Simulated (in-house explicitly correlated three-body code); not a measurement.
Computed with an exponentially correlated three-body code. Model: two electrons around a point charge, non-relativistic, variational in 260 exponentially correlated functions (energies converged to about 1e-7 hartree, or 1e-8 relative for large Z), ground state as one setting changes.

| nuclear charge | ground energy (hartree) | binding of second electron (eV) | mean radius (bohr) | mean distance of electrons (bohr) | mean cosine of angle |
| --- | --- | --- | --- | --- | --- |
| 1.25 | -0.933575272 | 4.145 | 1.7757 | 2.8039 | -0.095633 |
| 1.255 | -0.94298155 | 4.2305 | 1.7645 | 2.7852 | -0.095367 |
| 1.26 | ? | ? | ? | ? | ? |
| 1.265 | -0.961944741 | 4.4037 | 1.7427 | 2.7487 | -0.094834 |
| 1.27 | ? | ? | ? | ? | ? |
| 1.275 | -0.981108718 | 4.5796 | 1.7214 | 2.7132 | -0.094302 |
| 1.28 | -0.99076598 | 4.6685 | 1.711 | 2.6958 | -0.094037 |
| 1.285 | -1.00047341 | 4.7582 | 1.7007 | 2.6786 | -0.093771 |
| 1.29 | -1.01023101 | 4.8486 | 1.6906 | 2.6617 | -0.093506 |
| 1.295 | -1.02003876 | 4.9396 | 1.6805 | 2.6451 | -0.093241 |

(1) What follows for nuclear charge = 1.27?

(2) What follows for nuclear charge = 1.26?

Results:

(1) ground energy -0.971501636 hartree; binding of second electron 4.4913 eV; mean radius 1.732 bohr; mean distance of electrons 2.7308 bohr; mean cosine of angle -0.094568.

(2) ground energy -0.952438043 hartree; binding of second electron 4.3168 eV; mean radius 1.7535 bohr; mean distance of electrons 2.7668 bohr; mean cosine of angle -0.095101.
